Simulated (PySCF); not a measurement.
Isomers of [C7H13NP]+ (charge +1). Method used: PBE0-D3(BJ)/def2-SVP geometry optimisation, gas phase (PySCF). Energies are electronic, without zero-point or thermal terms, for one conformer each. No frequencies were run at this level. Point groups hold within 0.08 Å.

Question: Order them by energy at this level, lowest first, and give relative energies in kcal/mol.
A. `[CH2:1]=[CH:2][CH2:3][P@@H+:4]([CH3:5])[CH2:6][CH2:7][C:8]#[N:9]` (charge +1) with C1–C2–C3–P4 109°, C2–C3–P4–C5 175°, C3–P4–C6–C7 -178°, P4–C6–C7–C8 -46°
B. `[CH3:1][CH2:2][P+:3]1([NH:4][CH3:5])[CH:6]=[CH:7][CH:8]=[CH:9]1` (charge +1) with C1–C2–P3–N4 177°, C2–P3–N4–C5 -177°

Answer: B (0.0), A (16.5).

As drawn, the lower has an N–H bond, which the higher lacks.

```tsv
SMILES	E (Eh)	E rel (kcal/mol)	dipole about centre of mass (D)	point group	A, B, C (MHz)
CC[P+]1(NC)C=CC=C1	-669.57508	0.0	0.88	–	1695, 1367, 974.4
C=CC[P@@H+](C)CCC#N	-669.54884	16.5	5.14	C1	2050, 798.0, 693.1
```

Question: How do the relative energies change in single points at PBE0/pcSseg-1 (no added dispersion term) on the same geometries?

Answer: 
```json
{"SMILES": "CC[P+]1(NC)C=CC=C1", "PBE0-D3(BJ)/def2-SVP (kcal/mol)": "0.0", "PBE0/pcSseg-1 (kcal/mol)": "0.0", "shift": "0.0"}
{"SMILES": "C=CC[P@@H+](C)CCC#N", "PBE0-D3(BJ)/def2-SVP (kcal/mol)": "16.5", "PBE0/pcSseg-1 (kcal/mol)": "13.1", "shift": "-3.4"}
```

Each column counts from its own lowest isomer. The order is unchanged; the largest shift is 3.4 kcal/mol.
